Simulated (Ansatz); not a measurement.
`CC(C)[O][InH2]` + `[AlH2][CH2][SiH3]` → `[SiH3][CH2][InH2]` + `CC(C)[O][AlH2]` at 298.15 K and 1 bar (redistribution).

Isolated molecules relaxed with PBE0-D4/def2-TZVP in Ansatz; ΔE leaves out vibrations. CCSD(T)/CBS is the MP2 limit (def2-TZVPP, def2-QZVPP) plus CCSD(T) − MP2 in def2-TZVPP, frozen cores. def2 core potentials past Kr. For In outer-core shells are correlated without core-valence functions, which leaves a few kJ/mol of doubt a bond. One conformer a species, not always the lowest.

```csv
species,CCSD(T)/CBS energy (Eh),H − E (kJ/mol),S (J/(mol·K))
`CC(C)[O][InH2]`,-384.55348,310.9,383.2
`[AlH2][CH2][SiH3]`,-573.34237,187.8,329.6
`[SiH3][CH2][InH2]`,-521.12346,184.5,351.1
`CC(C)[O][AlH2]`,-436.80104,316.0,358.8
```

H − E and S are ideal-gas, rigid-rotor, harmonic terms from PBE0-D4/def2-TZVP, for one conformer and one mirror image of each species. 1 Eh = 2625.50 kJ/mol, R = 8.31446 J/(mol·K).

**Question.** By hand: ΔE, ΔH, ΔS and ΔG.

**Answer.** ΔE = (-521.12346) + (-436.80104) − (-384.55348) − (-573.34237) = -0.02865 Eh = -75.2 kJ/mol. Δ(H − E) = 184.5 + 316.0 − 310.9 − 187.8 = 1.8, so ΔH = -73.4 kJ/mol. ΔS = 351.1 + 358.8 − 383.2 − 329.6 = -2.9 J/(mol·K). ΔG = -73.4 − 298.15 × (-2.9)/1000 = -72.5 kJ/mol.

**Question.** By hand: the equilibrium constant, and the temperature at which ΔG would vanish if ΔH and ΔS stayed fixed.

**Answer.** log₁₀ K = −ΔG/(RT ln 10) = 12.7. ΔG = 0 at ΔH/ΔS = 25310 K, far beyond where these terms or the molecules hold.

The number of gas molecules stays the same, so ΔS is small and ΔH decides. A doubt of 5 kJ/mol in ΔE shifts log₁₀ K by 0.9 here. Other conformers and mirror images would add mixing entropy, several J/(mol·K) or more a flexible species. Modes under 60 cm⁻¹, often nearly free rotors, make the harmonic entropy too high. These are equilibria of isolated gas molecules and say nothing of rates. Largest T1 diagnostic: 0.016 (customary marks: 0.02 for closed shells, 0.045 for open ones).
